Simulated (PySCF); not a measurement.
## ¹⁹F chemical shifts

Level of theory: PBE0-D3(BJ)/def2-SVP geometry, NMR shieldings at PBE0/pcSseg-1/GIAO, in PySCF 2.14 (non-relativistic Hamiltonian, one averaged value for each set of equivalent atoms, one computed conformer, gas phase).

Shieldings were converted by a linear fit to measured shifts: ¹⁹F (scatter 6.9 ppm rms, 7.8 ppm with the 5 outliers that the fit left out vs CFCl3, solution or neat liquid, with a term for F on sp3 carbon). A few per cent of atoms miss by over 2 rms, more outside the fitted compound classes.

Give the ¹⁹F shifts of `C[C@@H](CF)[C@H]1CCN([SiH3])C1`, `CCC[Si@@H](NC)[C@@H]1C[C@H]1F`, `CCC[Si@@H](NC)[C@H]1C[C@@H]1F`, `C[C@@H](CF)[C@@H]1CCN([SiH3])C1`.

## Answers


```
                       compound                environment  δ (ppm)
 C[C@@H](CF)[C@H]1CCN([SiH3])C1  fluorine on an sp3 carbon   -209.7
  CCC[Si@@H](NC)[C@@H]1C[C@H]1F  fluorine on an sp3 carbon   -208.6
  CCC[Si@@H](NC)[C@H]1C[C@@H]1F  fluorine on an sp3 carbon   -204.2
C[C@@H](CF)[C@@H]1CCN([SiH3])C1  fluorine on an sp3 carbon   -221.0
```
